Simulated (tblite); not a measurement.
Compound: C6H11NSi2.
Structure used (GFN2-xTB), in Å, numbered top down from 1:
```xyz
20
C6H11NSi2 angstrom
N     -1.5735    3.4544    0.2701
C     -1.6047    2.3093    0.3534
C     -1.6269    0.9109    0.4583
C     -1.8892    0.1141   -0.5844
C     -1.8266   -1.3538   -0.5347
Si    -0.0657   -1.9318   -1.0908
C      1.1506   -1.0535    0.0434
C      1.5155    0.2207   -0.1015
Si     2.6002    1.2042    1.0839
H     -1.4078    0.5078    1.4387
H     -2.0980    0.5603   -1.5487
H     -2.5676   -1.7971   -1.1972
H     -2.0053   -1.7154    0.4775
H      0.1227   -1.5383   -2.4902
H     -0.0081   -3.3882   -0.9368
H      1.5315   -1.5971    0.9012
H      1.1411    0.7617   -0.9646
H      1.8149    2.3249    1.6021
H      3.7752    1.6930    0.3595
H      3.0164    0.3247    2.1796
```

Method: GFN2-xTB as coded in tblite; computed harmonic values from a numerical Hessian at the method's own geometry, unscaled. Against measured fundamentals such values can be off by several per cent, at times by over 20. Modes of hydrogen on silicon can be 10 to 20 % off. One conformer, not necessarily the lowest.

Harmonic wavenumbers (cm⁻¹): 28.3, 48.9, 63.3, 80.1, 102.5, 123.2, 162.0, 172.2, 209.3, 263.4, 292.2, 385.8, 469.0, 486.6, 510.2, 525.4, 547.3, 578.9, 654.5, 667.7, 694.8, 756.2, 762.1, 767.9, 781.0, 783.7, 784.2, 799.6, 822.5, 977.0, 1004.5, 1028.9, 1085.6, 1152.6, 1166.2, 1187.3, 1254.7, 1284.5, 1305.7, 1462.2, 1622.0, 1648.1, 2242.0, 2247.7, 2249.9, 2258.4, 2269.8, 2364.7, 2992.5, 3002.0, 3008.9, 3013.1, 3049.1, 3061.2.

A = 1014, B = 939.7, C = 516.7 MHz; mass 153.043 u (most abundant isotopes); point group C1, symmetry number 1.

What is the zero-point energy?

Half the sum of the wavenumbers: 30631 cm⁻¹ = 87.58 kcal/mol.

Give the ideal-gas entropy at 200 K and 1 bar in the rigid-rotor, harmonic-oscillator model (classical rotation).

Translation 39.03, rotation 29.67, vibration 30.11: S = 98.8 cal/(mol K).

And Cp and H(200 K) − H(0)?

Cp = 36.27 cal/(mol K), of which vibrations give 28.32 (their classical limit is 54 R = 107.3); H(200 K) − H(0) = 4.65 kcal/mol without the zero-point energy, 3.06 from vibrations.

Which modes carry the vibrational entropy at 200 K?

28.3 cm⁻¹: 5.15; 48.9 cm⁻¹: 4.07; 63.3 cm⁻¹: 3.57; 80.1 cm⁻¹: 3.11; 102.5 cm⁻¹: 2.64; 123.2 cm⁻¹: 2.29 cal/(mol K); the other 48 give 9.28 together.

How do the functions run with temperature in this model?

```tsv
T (K)	S (cal/(mol K))	Cp (cal/(mol K))	H − H(0) (kcal/mol)	G − H(0) (kcal/mol)	ln q(vib)
100	78.5	24.1	1.65	-6.20	3.40
300	115.9	48.6	8.90	-25.86	11.19
500	145.4	67.1	20.61	-52.08	18.18
800	180.9	83.8	43.46	-101.24	27.57
1000	200.4	91.0	60.97	-139.41	33.14
```

q(vib) and H(0) count from the zero-point level.

What must be added to the electronic energy to get the Gibbs energy at 200 K and 1 bar?

ZPE + [H(200 K) − H(0)] − T·S = 87.58 + 4.65 − 19.76 = 72.47 kcal/mol.

Hindered rotation and anharmonicity are outside this model. Other conformers, if any are populated, would add a mixing term that is left out. The structure is chiral; the term R ln 2 for an equal mix with its mirror image is left out.

Hardware: an Arm Neoverse V1 with one thread, shared host with 32 logical CPUs at a one-minute load of 9.7. Cost: 1.1 s. The figure is for the frequency step alone.
